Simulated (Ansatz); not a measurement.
Consider the substitution at a C–C bond: `CCC(=O)CC` + `NB(F)S` → `CSB(N)F` + `CCC(C)=O`.

Program: Ansatz. Geometries: PBE0-D4/def2-TZVP. ΔE: electronic, gas phase. CBS: MP2 limit from def2 TZ/QZ plus the TZ coupled-cluster correction, frozen cores. This one scheme is used for every species. DFT in def2-TZVPP. One conformer a species, not always the lowest.

```
       level  ΔE (kJ/mol)
      r2SCAN         10.4
HF/CBS(def2)         13.1
```

(1) What does CCSD(T)/CBS give? (Best estimate.)

Largest T1 diagnostic among the species: 0.013.

## Answers

(1) Computed: +12.7 kJ/mol. The listed levels differ from it by -2.3, 0.4 kJ/mol.
